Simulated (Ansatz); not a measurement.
[CrF6]3- (CrF6³⁻). Total charge -3; quartet. Geometry PBE-D4/def2-SVPD; atoms count from 1.

```xyz
7

Cr    0.0000    0.0001    0.0001
F     0.2099   -1.9710    0.2646
F    -0.2097    1.9710   -0.2646
F    -1.9886   -0.2061    0.0417
F     1.9882    0.2061   -0.0418
F    -0.0137   -0.2674   -1.9818
F     0.0139    0.2674    1.9818
```

A multiply charged anion in the gas phase is held together partly by the finite basis. The highest occupied level of the charge -3 quartet lies above zero (up to 6.37 eV). The electron is either unbound and held by the finite basis, or the level is raised by self-interaction error.

**Question.** Estimate the Mulliken populations from the PBE0/def2-TZVPD orbitals of Ansatz.

**Answer.** 
```
atom  charge (e)  spin (α − β)  d electrons
 Cr1        1.80          3.13         3.73
  F2       -0.80         -0.02            –
  F3       -0.80         -0.02            –
  F4       -0.80         -0.02            –
  F5       -0.80         -0.02            –
  F6       -0.80         -0.02            –
  F7       -0.80         -0.02            –
```
Mulliken values depend strongly on the basis. With diffuse functions, as here, like atoms can get unlike values, and bond orders can come out too low or too high.

**Question.** Where does the spin sit?

**Answer.** Summed by element: Cr 3.13, F -0.13, of 3 unpaired in all. Largest on single atoms: Cr1 3.13, F6 -0.02, F2 -0.02.

**Question.** And the Mayer bond orders between heavy atoms (over 0.3)?

**Answer.** Cr1–F2 0.32 (2.00 Å); Cr1–F3 0.32 (2.00 Å); Cr1–F4 0.32 (2.00 Å); Cr1–F5 0.32 (2.00 Å); Cr1–F6 0.32 (2.00 Å); Cr1–F7 0.32 (2.00 Å).
